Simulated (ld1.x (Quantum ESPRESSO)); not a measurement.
## Ranking TM semilocal potentials for gold

All share these settings but for the change named:

* Element: Au
* Generator: ld1.x (Quantum ESPRESSO) 7.5
* Type: norm-conserving Troullier–Martins (semilocal form)
* Functional: PBE
* Relativity: scalar-relativistic
* Frozen core: [Xe] 4f14
* Valence charge: 11
* Reference configuration: 5d10 6s0 6p0 (charge +1)
* Partial waves: 6s (bound, empty): rc 1.95 bohr; 5d (bound): rc 1.65 bohr; 6p (bound, empty): rc 2.20 bohr
* Local potential: the p channel
* Core correction: a·sin(br)/r model core inside 0.90 bohr

Cutoff: the first of the cutoffs (Ry, on a coarse ladder) from which the occupation-weighted sum of valence levels, in a spherical-Bessel basis at the reference potential, stays within 10 and 1 mRy of its value at 400 Ry; the density cutoff is not measured.

The base gives 45 Ry.

Of 10 variants that were run, those that failed, showed a ghost or another fault, or gave nearly equal values are left out.

A variant can come out equal or close to the base.

Task: Rank these variants from softest to hardest (loose cutoff).
A. wave 5d (bound): rc 1.65 bohr becomes 5d (bound): rc 2.46 bohr
B. wave 5d (bound): rc 1.65 bohr becomes 5d (bound): rc 1.08 bohr
C. wave 5d (bound): rc 1.65 bohr becomes 5d (bound): rc 2.16 bohr
D. wave 5d (bound): rc 1.65 bohr becomes 5d (bound): rc 1.22 bohr

Result: A (35 Ry), C (40 Ry), D (50 Ry), B (120 Ry).
